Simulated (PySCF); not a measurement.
H6OW, multiplicity 1. Atoms are numbered in the order given.

```xyz
8

W      0.1660     0.0471     0.0000
O     -1.7058     0.0525     0.0000
H     -2.3992    -0.6092     0.0000
H      0.1056    -1.3813     0.8204
H      1.5419    -0.9273     0.0000
H      0.1056    -1.3813    -0.8204
H      1.0057     0.1984     1.4839
H      1.0057     0.1984    -1.4839
```
Charge 0, spin multiplicity 1.

Geometry optimised at PBE0-D3(BJ)/def2-TZVP. The multiplicity is an assumed one; no other spin state was optimised. The structure was generated by enumeration; whether it is a known compound was not checked. The def2 effective core potentials stand for the cores of W; spin–orbit coupling is left out.

The numbers are results of PBE0/def2-TZVPD in PySCF, not measurements.

Symmetry labels are those of the subgroup Cs that the program uses (full group Cs).

List the valence orbital energies around the gap with their symmetry. (Estimate from the structure and the level; the computed values follow.)


```
orbital  symmetry  energy (eV)
-------  --------  -----------
HOMO−7         A'       -15.28
HOMO−6         A'       -11.86
HOMO−5         A"       -10.87
HOMO−4         A'       -10.86
HOMO−3         A'        -9.07
HOMO−2         A"        -8.68
HOMO−1         A"        -8.34
HOMO           A'        -7.97
LUMO           A'        -2.57
LUMO+1         A'        -1.68
LUMO+2         A"        -1.34
LUMO+3         A'        -0.10
```
